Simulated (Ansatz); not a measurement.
```yaml
crystal:
  periodic: [true, true, true]
  atoms:
    - {symbol: O, position_ang: [-2.281440, -0.379958, 0.042660]}
    - {symbol: Si, position_ang: [-0.739287, -0.669624, -0.377778]}
    - {symbol: O, position_ang: [0.018867, -1.314913, 0.917040]}
    - {symbol: O, position_ang: [-0.785716, -1.608151, -1.707426]}
    - {symbol: O, position_ang: [0.144169, 0.665554, -0.698100]}
    - {symbol: Sn, position_ang: [1.398882, 1.505514, 0.503397]}
    - {symbol: Cl, position_ang: [3.312156, 0.257752, 0.649587]}
    - {symbol: Cl, position_ang: [0.488633, 1.876462, 2.569553]}
    - {symbol: Cl, position_ang: [1.907407, 3.518049, -0.462043]}
    - {symbol: H, position_ang: [-2.927086, -0.333146, -0.663651]}
    - {symbol: H, position_ang: [-0.471684, -1.900517, 1.494671]}
    - {symbol: H, position_ang: [0.012201, -1.672121, -2.233809]}
basis:
  gaussian: {orbitals: def2-mTZVPP}
magnetization: {spin_polarized: true, initial_magnetization: 2}
hamiltonian: {xc: {name: B3LYP}, dispersion: d4}
```

```sh
$ ansatz run in.yaml --threads 5 --pin off --events-out ev --progress --plain --max-ram 66560MiB --backend cpu
```

Question: How does Ansatz answer? (An estimate is asked.)

Answer: The calculation gave: The program refused the input.
```
Error: YAML parse error: error: line 2 column 3: crystal: missing field `lattice` (a structure is typed as `lattice` and `atoms`, a molecule's as `atoms` in Å alone, or read from a run's directory, `checkpoint`)
 --> <input>:2:3
1 | crystal:
2 |   periodic: [true, true, true]
3 |   atoms:
4 |     - {symbol: O, position_ang: [-2.281440, -0.379958, 0.042660]}
```

B3LYP here is the variant with VWN-RPA as its local correlation; programs differ in this.
